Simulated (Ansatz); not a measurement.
`C=NBC`. The species carries charge 0 and has multiplicity 1. The structure was optimised at the PBE0-D4/def2-TZVP level. It is one conformer, not always the lowest.

```xyz
10

C     1.876   -0.927    0.063
N     0.759   -0.455    0.326
B    -0.465    0.060    0.615
C    -1.348    0.780   -0.471
H     2.788   -0.330    0.162
H     1.997   -1.960   -0.276
H    -0.836   -0.065    1.751
H    -2.313    0.272   -0.563
H    -0.884    0.823   -1.458
H    -1.575    1.802   -0.150
```

(1) What is the dipole moment at B3LYP/def2-TZVPP? (An estimate is asked.)

(2) And with PBE, r2SCAN, ωB97M-V? (Estimate.)

(3) Give the Mulliken charges with B3LYP, ωB97M-V, r2SCAN in def2-TZVPP. (An estimate is asked.)

## Answers

(1) Computed: 1.66 D, with components (1.44, -0.53, -0.63) D in this frame, pointing from negative to positive charge.

(2) Computed: PBE 1.58 D, r2SCAN 1.58 D, ωB97M-V 1.77 D.

(3) The calculation gave: 
| atom | B3LYP | ωB97M-V | r2SCAN |
| --- | --- | --- | --- |
| C1 | -0.10 | -0.06 | -0.01 |
| N2 | 0.04 | -0.02 | 0.00 |
| B3 | -0.10 | -0.13 | -0.05 |
| C4 | -0.32 | -0.36 | -0.25 |
| H5 | 0.11 | 0.11 | 0.08 |
| H6 | 0.11 | 0.11 | 0.08 |
| H7 | 0.00 | 0.04 | -0.02 |
| H8 | 0.09 | 0.11 | 0.06 |
| H9 | 0.08 | 0.09 | 0.05 |
| H10 | 0.09 | 0.11 | 0.06 |

B3LYP here is the variant with VWN-RPA as its local correlation; programs differ in this.
